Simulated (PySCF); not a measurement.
C7H16Ge.
SMILES: `CCC1C[CH2][GeH2][CH2]C1`

The calculation used TDDFT PBE0/def2-SVPD, vertical, gas phase, core orbitals frozen in the response (PySCF 2.14.0, density-fitted response routines). The structure is a single PBE0-D3(BJ)/def2-SVP conformer in the gas phase; no vibrational or solvent corrections. Relativistic effects, spin–orbit coupling among them, are left out although an element past zinc is present.

Question: What does the calculation give for the low-lying excited states?

Answer: 

```csv
state,E (eV),E (kJ/mol),λ (nm),f,"main configurations (H = HOMO, L = LUMO)"
S1,7.02,677,176.7,0.0010,H→L (96%)
S2,7.30,704,169.8,0.018,H→L+1 (96%)
S3,7.54,727,164.4,0.0019,"H→L+2 (83%), H→L+3 (10%)"
S4,7.64,737,162.2,0.0082,H→L+3 (87%)
S5,7.74,747,160.2,0.053,H-1→L (88%)
S6,7.90,762,157.0,0.0033,"H-1→L+1 (45%), H→L+4 (34%)"
S7,7.98,770,155.4,0.043,"H→L+4 (52%), H-1→L+1 (33%)"
S8,8.02,774,154.5,0.069,"H→L+5 (79%), H-1→L+1 (11%)"
S9,8.22,793,150.9,0.063,"H-1→L+2 (74%), H-1→L+3 (10%)"
S10,8.25,796,150.3,0.0040,"H→L+6 (50%), H→L+7 (36%)"
```

Triplets, Tamm–Dancoff:

| state | E (eV) | λ (nm) | main configurations (H = HOMO, L = LUMO) |
| --- | --- | --- | --- |
| T1 | 6.85 | 180.9 | H→L (91%) |
| T2 | 6.89 | 180.0 | H→L+1 (86%) |
| T3 | 7.31 | 169.7 | H→L+2 (53%), H→L+3 (14%), H→L+4 (13%) |
| T4 | 7.44 | 166.7 | H-1→L (74%) |

The lowest singlet comes at 177 nm (677 kJ/mol) in the vacuum ultraviolet; it is very weak; its leading configuration is HOMO→LUMO (96%). The strongest level in the table is S8 at 8.02 eV (155 nm, f = 0.069). Löwdin shares by element: HOMO carbon 47% or more, germanium 18% (atoms not listed hold the other 35%); LUMO germanium 26%, carbon 10% or more, hydrogen 7% or more (atoms not listed hold the other 57%). The listed states span 1.23 eV, and the widest gap between neighbours is 0.28 eV (S1 to S2). The oscillator strengths of these states sum to 0.265; summed over the whole spectrum of an exact calculation they would give the number of electrons, 90 (Thomas–Reiche–Kuhn). Weighted by f, the mean energy of these states is 7.94 eV. All these states lie below the vertical ionisation energy of 9.23 eV (ΔSCF). The window holds the lowest 10 singlets.

Without π bonds the low states are Rydberg-like; a valence basis with one diffuse set may place them up to an eV too high.
